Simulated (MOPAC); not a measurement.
MOPAC input (AM1):

```
AM1 FORCE THERMO(298,298) PRECISE LET GEO-OK AUX(PRECISION=9) THREADS=1
IK

K     0.00000000 1    0.00000000 1   -2.21388443 1
I    -0.00000000 1   -0.00000000 1    0.75374100 1
```

Which zero-point energy does it print?

0.35 kcal/mol, from the harmonic wavenumbers of AM1.
